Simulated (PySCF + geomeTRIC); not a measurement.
Species: [Nb(=O)(OH)3] (charge 0, multiplicity 1).

Task: Give a relaxed geometry from PySCF + geomeTRIC with BP86-D3(BJ)/def2-SVP.

Result: This is not unique; one that fits is the end point of this relaxation, one of several conformers.
Cartesian coordinates (Å) in one orientation:
```xyz
8

Nb     0.246    -0.024     0.380
O     -0.602    -0.389    -1.074
O     -0.299    -1.253     1.745
H     -0.945    -1.980     1.683
O      2.127    -0.193     0.056
H      2.574    -0.441    -0.773
O     -0.172     1.770     0.909
H     -0.757     2.412     0.469
```
